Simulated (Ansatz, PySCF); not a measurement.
H₂, triplet, at a GFN2-xTB geometry (a higher spin typed on purpose: for a closed-shell molecule this is an excited state). Base run: CASSCF(2,3)/cc-pVDZ (PySCF).

Input for PySCF:
```python
from pyscf import gto, scf, mcscf
import numpy

mol = gto.M(
    atom='''
H    -0.00000000   -0.00000000   -1.77061377
H     0.00000000    0.00000000    1.77061377
''',
    basis='cc-pvdz',
    spin=2,
    verbose=4,
)

mf = scf.ROHF(mol)
mf.kernel()
mc = mcscf.CASSCF(mf, 3, 2)
mc.fix_spin_(ss=2.0)
mc.kernel()
occ = numpy.linalg.eigvalsh(mc.fcisolver.make_rdm1(mc.ci, mc.ncas, mc.nelecas))[::-1]
ss = mc.fcisolver.spin_square(mc.ci, mc.ncas, mc.nelecas)[0]
print('natural occupations', occ.round(4), ' <S^2>', round(ss, 4))
```

Programs used: Ansatz (an electronic-structure program), PySCF; a row that names a program was run with it.

Variants of this job, named by their change:

| change | ΔE vs base (mEh) | natural occupations | <S^2> of the state |
|---|---|---|---|
| base | 0.000 | 1.00 1.00 0.00 | 2.00 |
| active space = 2 electrons, 4 orbitals | 0.000 | 1.00 1.00 0.00 0.00 | 2.00 |
| state_average = 2 states | 0.003 | - | - |
| conv_tol = 1e-5 | 0.000 | 1.00 1.00 0.00 | 2.00 |
| fix_spin_ = off | 0.000 | 1.00 1.00 0.00 | 2.00 |
| code = ansatz | 0.000 | - | - |
| orbitals = fixed (CASCI) | 0.000 | 1.00 1.00 0.00 | 2.00 |
| correction = SC-NEVPT2 | -0.005 | 1.00 1.00 0.00 | 2.00 |
| code = ansatz; correction = SC-NEVPT2, all electrons | -0.005 | - | - |
| orbitals = fixed (CASCI); correction = SC-NEVPT2 | -0.005 | 1.00 1.00 0.00 | 2.00 |
| solver = newton | 0.000 | 1.00 1.00 0.00 | 2.00 |

Active orbitals are taken around the Fermi level unless the row says otherwise; CASSCF can end in different local minima, and two programs can end on different orbitals. State-averaged rows give the lowest state.

Open shells are given as the SCF converged; they aren't shown to be the lowest states, and a large step between rows can be another state.

Ansatz warned in this series: the state or the total is in doubt.
